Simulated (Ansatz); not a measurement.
One change: `BO` becomes `B[TeH]`.

Ansatz, PBE0-D4/def2-TZVP geometries, multiplicity 1. 

Elements past krypton have def2 core potentials.

| property | `BO` |
| --- | --- |
| ideal-gas entropy at 298 K and 1 bar (rigid rotor, harmonic PBE0-D4/def2-TZVP) / J/(mol·K) | 230 |
| HOMO–LUMO gap (PBE0/def2-TZVPP) / eV | 8.44 |
| HOMO–LUMO gap (PBE/def2-TZVPP) / eV | 5.92 |
| LUMO energy (ωB97M-V/def2-TZVPP) / eV | 1.46 |
| size of the dipole moment (B3LYP/def2-TZVPP) / D | 1.57 |
| LUMO energy (PBE0/def2-TZVPP) / eV | -0.42 |

Question: What does the change do to each property? (An estimate is asked.)

Answer: Computed: 
| property | `B[TeH]` | shift |
| --- | --- | --- |
| ideal-gas entropy at 298 K and 1 bar (rigid rotor, harmonic PBE0-D4/def2-TZVP) / J/(mol·K) | 268 | 38 |
| HOMO–LUMO gap (PBE0/def2-TZVPP) / eV | 5.51 | -2.93 |
| HOMO–LUMO gap (PBE/def2-TZVPP) / eV | 3.71 | -2.21 |
| LUMO energy (ωB97M-V/def2-TZVPP) / eV | 0.18 | -1.28 |
| size of the dipole moment (B3LYP/def2-TZVPP) / D | 0.49 | -1.08 |
| LUMO energy (PBE0/def2-TZVPP) / eV | -1.71 | -1.29 |

With PBE0 the HOMO rises by 1.64 eV and the LUMO falls by 1.29 eV, so the gap narrows by about 2.93 eV. PBE moves the HOMO by 1.07 eV and ωB97M-V by 1.99 eV. Dipoles are sizes alone; their direction can turn.

B3LYP here is the variant with VWN-RPA as its local correlation; programs differ in this.

Spin–orbit coupling is left out; it splits and shifts lone-pair levels of the heavy atoms by tenths of an eV.
